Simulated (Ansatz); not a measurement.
One change: `C[SiH]1SS1` becomes `OB[SiH]1SS1`.

Ansatz, PBE0-D4/def2-TZVP geometries, multiplicity 1. Each molecule was computed in one conformer, which needn't be the lowest.

```
                                                                                  property  `C[SiH]1SS1`
                                                        LUMO energy (PBE0/def2-TZVPP) / eV         -1.48
                                                      HOMO–LUMO gap (PBE0/def2-TZVPP) / eV          4.75
                                        size of the dipole moment (ωB97M-V/def2-TZVPP) / D          2.90
ideal-gas entropy at 298 K and 1 bar (rigid rotor, harmonic PBE0-D4/def2-TZVP) / J/(mol·K)           324
                                                         LUMO energy (PBE/def2-TZVPP) / eV         -2.45
                                          size of the dipole moment (B3LYP/def2-TZVPP) / D          2.87
```

Task: Give the same properties after the change, and the shifts. (An estimate is asked.)

Result: The calculation gave: 
| property | `OB[SiH]1SS1` | shift |
| --- | --- | --- |
| LUMO energy (PBE0/def2-TZVPP) / eV | -1.95 | -0.47 |
| HOMO–LUMO gap (PBE0/def2-TZVPP) / eV | 4.22 | -0.53 |
| size of the dipole moment (ωB97M-V/def2-TZVPP) / D | 3.80 | 0.90 |
| ideal-gas entropy at 298 K and 1 bar (rigid rotor, harmonic PBE0-D4/def2-TZVP) / J/(mol·K) | 353 | 29 |
| LUMO energy (PBE/def2-TZVPP) / eV | -2.79 | -0.34 |
| size of the dipole moment (B3LYP/def2-TZVPP) / D | 3.62 | 0.75 |

With PBE0 the HOMO rises by 0.06 eV and the LUMO falls by 0.47 eV, so the gap narrows by about 0.53 eV. PBE moves the HOMO by 0.02 eV and ωB97M-V by 0.10 eV. Dipoles are sizes alone; their direction can turn. Modes under 60 cm⁻¹, often nearly free rotors, make the harmonic entropy too high.

B3LYP here is the variant with VWN-RPA as its local correlation; programs differ in this.
